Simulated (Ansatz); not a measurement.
A made-up structure of BSiH3Se, closed shell:

```
atom    x (Å)    y (Å)    z (Å)
 Si1  -0.5588   0.4310  -0.0109
  B2   2.3852  -1.8394   0.0467
 Se3   1.0130  -0.7812   0.0198
  H4  -1.0628   0.5439  -1.4032
  H5  -0.1535   1.7708   0.4848
  H6  -1.6230  -0.1250   0.8629
```

It is relaxed with PBE-D4/def2-SVP and then PBE0-D4/def2-TZVP (Ansatz 0.2.0). Atoms count as bonded within 1.22 times the sum of their covalent radii (H–H: 0.88 Å). The end point is not checked to be a true minimum.

(1) Does its bonding change? (Judge from chemistry; the calculation decides.)

## Answers

(1) Computed: Yes. Formed: Si1–B2, B2–H5; broken: Si1–H5.

Where it ends: The first stage lowers the energy by 4.36 eV in 39 steps. It ends as BSiH₃Se ([BH]1[SiH2][Se]1):
Si1  (-0.781, 0.111, -0.140)
B2  (1.115, 0.259, 0.228)
Se3  (0.752, -1.604, 0.030)
H4  (-1.371, 0.271, -1.490)
H5  (2.109, 0.859, 0.457)
H6  (-1.824, 0.104, 0.914)
(Å)

Labels in which every atom is bracketed show which atoms are joined, not bond orders.

For scale, one of the runs: PBE0-D4/def2-TZVP relaxation, 134 basis functions, launched by `ansatz run in.yaml --threads 2 --pin off --events-out ev --progress --plain --max-ram 4352MiB`. The run took about 17 s on 2 CPU threads of an Arm Neoverse V2 (shared host).
